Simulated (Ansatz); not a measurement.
Start from `O=C=C[SiH3]` and change one atom or group to get `NCC=C=O`.

Ansatz, PBE0-D4/def2-TZVP geometries, multiplicity 1. Each molecule was computed in one conformer, which needn't be the lowest.

| property | `O=C=C[SiH3]` |
| --- | --- |
| size of the dipole moment (B3LYP/def2-TZVPP) / D | 1.33 |
| ideal-gas entropy at 298 K and 1 bar (rigid rotor, harmonic PBE0-D4/def2-TZVP) / J/(mol·K) | 306 |
| HOMO energy (ωB97M-V/def2-TZVPP) / eV | -9.44 |
| HOMO energy (PBE/def2-TZVPP) / eV | -6.05 |
| size of the dipole moment (PBE/def2-TZVPP) / D | 1.22 |
| HOMO energy (B3LYP/def2-TZVPP) / eV | -7.04 |

Problem. What does the change do to each property? (Estimate.)

Solution. Ansatz gave: 
```
                                                                                  property  `NCC=C=O`  shift
                                          size of the dipole moment (B3LYP/def2-TZVPP) / D       2.75   1.42
ideal-gas entropy at 298 K and 1 bar (rigid rotor, harmonic PBE0-D4/def2-TZVP) / J/(mol·K)        318     12
                                                     HOMO energy (ωB97M-V/def2-TZVPP) / eV      -8.99   0.45
                                                         HOMO energy (PBE/def2-TZVPP) / eV      -5.53   0.52
                                            size of the dipole moment (PBE/def2-TZVPP) / D       2.60   1.38
                                                       HOMO energy (B3LYP/def2-TZVPP) / eV      -6.57   0.47
```

With PBE0 the HOMO rises by 0.49 eV and the LUMO rises by 0.11 eV, so the gap narrows by about 0.38 eV. PBE moves the HOMO by 0.52 eV and ωB97M-V by 0.45 eV. The zero-point energy changes by 80.7 kJ/mol with +6 modes. Dipoles are sizes alone; their direction can turn.

B3LYP here is the variant with VWN-RPA as its local correlation; programs differ in this.
